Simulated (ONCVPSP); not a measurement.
## Configuration tests for Zn (Z = 30) (ONCV)

```json
{
 "Element": "zinc",
 "Generator": "ONCVPSP 4.0.1",
 "Type": "optimised norm-conserving Vanderbilt (ONCV)",
 "Functional": "PBEsol",
 "Relativity": "non-relativistic",
 "Frozen core": "[Ne]",
 "Valence charge": "20",
 "Reference configuration": "3s2 3p6 3d10 4s2",
 "Partial waves": "3s+4s: rc 1.40 bohr, ncon 4, nbas 8, qcut 11.3 1/bohr, 2 projectors; 3p: rc 0.90 bohr, ncon 4, nbas 8, qcut 18.2 1/bohr, 3 projectors, debl 3.1 Ha; 3d: rc 1.15 bohr, ncon 4, nbas 9, qcut 11.2 1/bohr, 2 projectors, debl 3.4 Ha",
 "Local potential": "polynomial inside 0.75 bohr (lpopt 5, dvloc0 0 Ha)",
 "Core correction": "none"
}
```

Energies are relative to the spin-unpolarised reference configuration 3s2 3p6 3d10 4s2; without spin polarisation the order of configurations can differ from experiment.

```
valence configuration  charge  ΔE all-electron (eV)  error AE − PS (meV)
     3s2 3p6 3d10 4s1      +1                 9.677                 +1.2
     3s2 3p6 3d10 4s0      +2                27.657                 +6.8
```

What are ΔE and the potential's error for 3s2 3p6 3d9 4s0?

ΔE = 68.454 eV all-electron; the error (AE − PS) is +10.0 meV.

What are ΔE and the potential's error for 3s2 3p6 3d10 4s0 4p1?

ΔE = 15.754 eV all-electron; the error (AE − PS) is +3.1 meV.

Levels in the configuration 3s2 3p6 3d10 4s0 4p1:

```tsv
level	all-electron (eV)	pseudo (eV)
3s	-136.074	-136.074
3p	-93.589	-93.589
3d	-21.833	-21.847
4p	-8.601	-8.599
```
